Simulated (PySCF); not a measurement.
Mo(S)2(OH)(SH) (H2MoOS3), SMILES [S]=[Mo](=[S])([SH])[OH], multiplicity 1.

Geometry: B3LYP-D3(BJ)/def2-SVP. The multiplicity is an assumed one; no other spin state was optimised. The structure was generated by enumeration; whether it is a known compound was not checked. The def2 effective core potentials stand for the cores of Mo; spin–orbit coupling is left out. The values are those of a single conformer.

The numbers are results of PBE/def2-TZVP run with PySCF, not measurements.

Isolated molecule, no solvent.

```yaml
total_energy: -1338.92539 hartree
highest_occupied_level: -6.38 eV
lowest_empty_level: -4.11 eV
orbital_gap: 2.27 eV
dipole_moment: 0.440 e·Å
quadrupole, principal values (traceless, Buckingham form, about the centre of nuclear charge): -6.99, -1.35, 8.34 D·Å
mean_static_polarisability: 107.8 bohr³ (15.98 Å³)
polarisability_principal_values: 85.1, 113.7, 124.7 bohr³
```
